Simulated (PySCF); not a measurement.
Isomers of C7H11Cl, one GFN2-xTB conformer each. Single-point energies are computed at PBE0/pcSseg-1 (PySCF, gas phase, no added dispersion term), electronic only.

| SMILES | GFN2-xTB relative energy (kcal/mol) |
| --- | --- |
| CC1=CC[C@H]1CCCl | 0.0 |
| C=CC/C(=C\Cl)CC | 4.6 |

Conformers: `[CH3:1][C:2]1=[CH:3][CH2:4][C@H:5]1[CH2:6][CH2:7][Cl:8]` with C4–C5–C6–C7 -74°, C5–C6–C7–Cl8 -67°; `[CH2:1]=[CH:2][CH2:3]/[C:4](=[CH:5]\[Cl:6])[CH2:7][CH3:8]` with C1–C2–C3–C4 116°, C2–C3–C4–C5 103°, C3–C4–C7–C8 -82°.

Problem. What does PBE0/pcSseg-1 give for the same structures?

Solution. 
| SMILES | PBE0/pcSseg-1 E (Eh) | PBE0/pcSseg-1 (kcal/mol) | GFN2-xTB (kcal/mol) | point group |
| --- | --- | --- | --- | --- |
| CC1=CC[C@H]1CCCl | -732.98351 | 0.0 | 0.0 | C1 |
| C=CC/C(=C\Cl)CC | -732.98321 | 0.2 | 4.6 | C1 |

Both levels put the same isomer lowest. As drawn, the lower has a four-membered ring, which the higher lacks. Neighbours under 2.5 kcal/mol apart (CC1=CC[C@H]1CCCl and C=CC/C(=C\Cl)CC) can change places with a better method, another conformer or zero-point energy.

Problem. Which frontier levels, dipoles and rotational constants go with these structures?

Solution. 
```json
{"SMILES": "CC1=CC[C@H]1CCCl", "HOMO (eV, PBE0/pcSseg-1)": "-6.93", "LUMO (eV)": "0.66", "dipole (D)": "1.97", "A, B, C (MHz)": "3322, 857.5, 773.1"}
{"SMILES": "C=CC/C(=C\\Cl)CC", "HOMO (eV, PBE0/pcSseg-1)": "-6.98", "LUMO (eV)": "-0.23", "dipole (D)": "1.88", "A, B, C (MHz)": "1846, 1157, 772.9"}
```
